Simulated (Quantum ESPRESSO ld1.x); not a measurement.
One sound ld1.x (Quantum ESPRESSO 7.5) input for neutral antimony gives E = -6476.0075 hartree in 31 iterations:

```
 &input
    zed=51.0,
    iswitch=1,
    rel=1,
    lsd=1,
    dft='PZ',
    config='[Kr] 4d10 5s2 5p3',
    verbosity='high',
    prefix='ld1',
    max_out_wfc=37,
    file_charge='ld1.rho',
 /
```

Changed or added lines, one case at a time, and what came of them:

- dft='HF': refused. The program stops in ld1_setup with "HF not implemented yet": ld1.x has no Hartree-Fock; KLI and OEP are its exact-exchange options.
- noscf=.true.: refused. The program stops in ld1_readin with "hydrogenic levels available only with lsd=0": noscf gives hydrogenic levels and needs lsd = 0.
- rel=2 relpert=.true. (without lsd): refused. The program stops in ld1_readin with "perturbative SO-splitting for AE calculations with rel=0 only": the perturbative correction needs rel = 0.
- atom='Sb': harmless. atom and zed name the same element, and the result equals that of the sound run.
- dx=0.15: inaccurate. The radial step is too large to integrate the orbitals; the run ends without a warning, but the energy is off by +0.0767 hartree against the default mesh.
- config='[Kr] 4d10 5s2 5p3 8s1': refused. The program stops in el_config with "wrong main quantum number": the config string takes n from 1 to 7 alone.
- config='[Yb] 4d10 5s2 5p3': refused. The program stops in el_config with "wrong core: Yb": the cores known are He, Ne, Ar, Kr, Xe, Hg and Rn.
